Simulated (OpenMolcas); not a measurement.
Multiconfigurational calculation on Ne+

Input:

```
&GATEWAY
Coord
1

Ne 0.0 0.0 0.0
Basis=ANO-RCC-VTZP
Group=XYZ
NoMove
AngMom=0.0 0.0 0.0
AMFI
&SEWARD
* reference wave functions (RASSCF and RASSI steps not shown): 7 electrons in 9 orbitals (RAS2 2s 2p; RAS3 3d, at most 2 electrons)
>>> COPY JOB001 $Project.JobIph
&CASPT2
Multistate=3 1 2 3
Frozen=0 0
IPEA=0.25
Imaginary=0.1
MaxIter=60
WThr=0.0 0.3 0.05
PrWF=0.5
NoMix
>>> COPY JOB002 $Project.JobIph
&CASPT2
Multistate=1 1
Frozen=0 0
IPEA=0.25
Imaginary=0.1
MaxIter=60
WThr=0.0 0.3 0.05
PrWF=0.5
NoMix
```

Output, cut to the results:

```
--- CASPT2 ---
Orbital specifications:
      -----------------------

      Symmetry species                           1   2
                                                ag  au
      Frozen orbitals                            0   0
      Inactive orbitals                          1   0
      Active orbitals                            6   3
      Secondary orbitals                         7  13
      Deleted orbitals                           0   0
      Number of basis functions                 14  16
Type of calculation                        MS-CASPT2
      Fock operator                              state-specific
      IPEA shift                                 0.25
      Real shift                                 0.00
      Imaginary shift                            0.10
      The input orbitals will be transformed to quasi-canonical
Reference energy:        -128.0381752999
      E2 (Non-variational):      -0.1400119231
      Shift correction:          -0.0000269671
      E2 (Variational):          -0.1400388902
      Total energy:            -128.1782141902
      Residual norm:              0.0000002518
      Reference weight:           0.98433
      Contributions to the CASPT2 correlation energy
      Active & Virtual Only:         -0.1302726564
      One Inactive Excited:          -0.0071237511
      Two Inactive Excited:          -0.0026155156
Reference energy:        -128.0381752999
      E2 (Non-variational):      -0.1400088245
      Shift correction:          -0.0000269620
      E2 (Variational):          -0.1400357865
      Total energy:            -128.1782110864
      Residual norm:              0.0000002515
      Reference weight:           0.98433
      Contributions to the CASPT2 correlation energy
      Active & Virtual Only:         -0.1302695451
      One Inactive Excited:          -0.0071237638
      Two Inactive Excited:          -0.0026155156
::    CASPT2 Root  1     Total energy:   -128.17821419
::    CASPT2 Root  2     Total energy:   -128.17821109
::    CASPT2 Root  3     Total energy:   -128.17821375
::    MS-CASPT2 Root  1     Total energy:   -128.17821419
::    MS-CASPT2 Root  2     Total energy:   -128.17821375
::    MS-CASPT2 Root  3     Total energy:   -128.17821109
--- CASPT2 ---
Orbital specifications:
      -----------------------

      Symmetry species                           1   2
                                                ag  au
      Frozen orbitals                            0   0
      Inactive orbitals                          1   0
      Active orbitals                            6   3
      Secondary orbitals                         7  13
      Deleted orbitals                           0   0
      Number of basis functions                 14  16
Type of calculation                        SS-CASPT2
      Fock operator                              state-specific
      IPEA shift                                 0.25
      Real shift                                 0.00
      Imaginary shift                            0.10
      The input orbitals will be transformed to quasi-canonical
Reference energy:        -127.0222706186
      E2 (Non-variational):      -0.1609701675
      Shift correction:          -0.0000607534
      E2 (Variational):          -0.1610309209
      Total energy:            -127.1833015395
      Residual norm:              0.0000002370
      Reference weight:           0.97785
      Contributions to the CASPT2 correlation energy
      Active & Virtual Only:         -0.1491738964
      One Inactive Excited:          -0.0088244250
      Two Inactive Excited:          -0.0029718461
::    CASPT2 Root  1     Total energy:   -127.18330154
```

Levels above the lowest, from the spin-orbit matrix with the single-state CASPT2 energies, averaged by term, on its diagonal:

| Configuration | Term | J | E (cm-1) | Measured (cm-1) | Term weight % |
| --- | --- | --- | --- | --- | --- |
| 2s2 2p5 | 2P* | 3/2 | 0.0 | 0.0 | 100 |
| 2s2 2p5 | 2P* | 1/2 | 769 | 780 | 100 |
| 2s 2p6 | 2S | 1/2 | 218614 | 217048 | 100 |

Against the 2 measured excited levels shown (NIST Handbook of Basic Atomic Spectroscopic Data) the mean absolute deviation is 790 cm-1; the largest miss in energy is 2s 2p6 2S 1/2: computed 218614, measured 217048 cm-1 (+0.7 %), and the largest in proportion 2s2 2p5 2P* 1/2 (-1.5 %).

Active for correlation alone: 3d; no level in the range computed is led by a configuration that fills it, so any true level of that kind is missing. Measured partners are found by configuration, term and J. A level has none where our copy of the source lacks it or the pairing is in doubt (some pairs that miss far off the trend of their configuration count as doubtful), and it then counts in no deviation. Only configurations of the active space appear. The first state left out of the spin-orbit step lies near 770000 cm-1 above the lowest spin-free state of the reference (among the parities and spins computed), and the list stops at four fifths of that energy or lower.

The term weight is that of the spin-free term in the level, not the purity of its configuration. * marks odd parity.
